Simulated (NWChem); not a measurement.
Two isomers of C$_{4}$H$_{5}$FO, each optimised at B3LYP/6-31G* with NWChem. Flexible species stand in one conformer each, which need not be the lowest. Pople sets run with spherical d functions.

A: O(C=C)C(=C)F
B: O=C1CC[C@@H]1F

### Question
Which is lower in energy, by how much, and how do their other properties compare?

### Answer
B is lower by 13.4 kcal/mol in electronic energy; with zero-point energies, B − A = -12.2 kcal/mol.
```json
[
 {"": "highest occupied level (eV)", "A": "-6.58", "B": "-6.86"},
 {"": "orbital gap (eV)", "A": "6.88", "B": "5.79"},
 {"": "dipole (D)", "A": "0.94", "B": "3.39"},
 {"": "highest harmonic frequency (cm⁻¹)", "A": "3313", "B": "3161"},
 {"": "zero-point energy (kcal/mol)", "A": "51.5", "B": "52.7"}
]
```
